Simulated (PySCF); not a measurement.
Molecule: SMILES Oc1cnncc1F, C4H3FN2O.

Geometry (Å), atoms numbered from 1 in this order:
```xyz
11

O     2.094    0.175   -0.402
C     0.788   -0.064   -0.223
C     0.187   -1.234   -0.717
N    -1.088   -1.502   -0.561
N    -1.879   -0.689    0.068
C    -1.416    0.439    0.571
C    -0.080    0.793    0.447
F     0.400    1.950    0.961
H     2.344    1.021   -0.001
H     0.777   -1.963   -1.251
H    -2.121    1.076    1.083
```

Frames of a GFN2-xTB Langevin trajectory at 300 K; GIAO PBE0/pcSseg-1 shieldings in PySCF 2.14.0 with density-fitted response routines, gas phase, non-relativistic; equivalent atoms averaged within each frame.

Shifts are taken against calculated references (same method and geometry level): 17O (σref 336.08) against H2O; TMS for 13C (σref 186.93) and 1H (σref 31.72); 15N (σref 267.73) vs NH3; CFCl3 for 19F (σref 170.95). The references are static minima.

How do the shifts (ppm) fluctuate along the trajectory?

Results:


```
         time (fs)     O1     C7     C3     C2     C6     N4     N5      F8   H10    H11
               250   95.6  154.3  150.0  150.0  149.7  456.0  445.2  -166.2  9.35   9.19
               425  103.8  163.7  151.3  152.1  152.5  455.6  460.4  -165.1  8.84  10.25
               625   95.0  157.1  144.0  147.1  150.1  469.9  473.1  -177.8  9.83   9.74
               800   97.8  159.3  141.1  146.9  155.3  462.3  450.6  -174.2  9.64   9.80
              1000  101.9  164.9  148.3  152.6  136.4  449.6  426.7  -167.8  9.47   8.75
    mean of frames   98.8  159.8  146.9  149.7  148.8  458.7  451.2  -170.2  9.42   9.55
standard deviation    3.9    4.5    4.3    2.7    7.3    7.7   17.3     5.5  0.37   0.58
```

5 frames give an uncertainty of the mean of about the standard deviation over 2.2 at best, since frames this close in time may not be independent; classical motion lacks zero-point vibration, and the reference would need the same averaging.
